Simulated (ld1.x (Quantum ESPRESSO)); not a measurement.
Transferability test, TM semilocal potential for manganese

```json
{
 "Element": "manganese",
 "Generator": "ld1.x (Quantum ESPRESSO) 7.5",
 "Type": "norm-conserving Troullier–Martins (semilocal form)",
 "Functional": "PBEsol",
 "Relativity": "non-relativistic",
 "Frozen core": "[Ar]",
 "Valence charge": "7",
 "Reference configuration": "3d5 4s1 4p1",
 "Partial waves": "4p (bound): rc 2.80 bohr; 3d (bound): rc 1.96 bohr; 4s (bound): rc 2.60 bohr",
 "Local potential": "the s channel",
 "Core correction": "none"
}
```

Energies are relative to the spin-unpolarised reference configuration 3d5 4s1 4p1; without spin polarisation the order of configurations can differ from experiment.

| valence configuration | charge | ΔE all-electron (eV) | error AE − PS (meV) |
| --- | --- | --- | --- |
| 3d5 4s2 4p0 | 0 | -3.774 | +1.6 |
| 3d5 4s1 4p0 | +1 | 4.546 | -1.8 |
| 3d5 4s0 4p0 | +2 | 19.874 | +38 |
| 3d5.5 4s1.5 4p0 | 0 | -4.403 | -33 |
| 3d5 4s0 4p1 | +1 | 9.166 | +6.1 |
| 3d4 4s0 4p0 | +3 | 52.553 | +6.5 |

(1) What are ΔE and the potential's error for 3d5 4s0 4p2?

Levels in the configuration 3d4 4s0 4p0:

```tsv
level	all-electron (eV)	pseudo (eV)
3d	-41.402	-41.524
```

## Answers

(1) ΔE = 3.955 eV all-electron; the error (AE − PS) is +2.5 meV.

ld1.x printed “convergence not achieved” for 3 of the counted tests; their residual had stalled under 1e-8, short of the target of 1e-14.
